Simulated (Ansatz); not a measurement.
AlH8NOSi2 can be A, `N[Si](O)([AlH2])[SiH3]`, or B, `[NH2][Al]([SiH3])[SiH2]O`.

Isolated molecules relaxed with PBE0-D4/def2-TZVP in Ansatz; ΔE leaves out vibrations. CCSD(T)/CBS adds triple-zeta CCSD(T) − MP2 to the extrapolated MP2 energy (def2 sets, frozen cores). DFT in def2-TZVPP. B3LYP here is the variant with VWN-RPA as its local correlation; programs differ in this. One conformer a species, not always the lowest.

Task: Which is lower in electronic energy at CCSD(T)/CBS, and by how much? (Estimate.)

Result: Ansatz gave: B, by 53.5 kJ/mol.

Task: Give E(B) − E(A) in kJ/mol with CCSD(T)/def2-TZVPP, B3LYP-D4, r2SCAN-D4, PBE0-D4, PBE-D4, B3LYP, MP2/def2-TZVPP. (Estimate.)

Result: The calculation gave: CCSD(T)/def2-TZVPP -56.0, B3LYP-D4 -50.5, r2SCAN-D4 -55.6, PBE0-D4 -51.2, PBE-D4 -52.2, B3LYP -58.0, MP2/def2-TZVPP -54.0. None reverses the order clearly.

Largest T1 diagnostic: 0.013.

The D4 term adds +7.4 kJ/mol with B3LYP and +3.8 kJ/mol with PBE0; it sums over pairs of atoms, weighted by their polarisabilities, and B3LYP, whose exchange is more repulsive, gets the larger term.
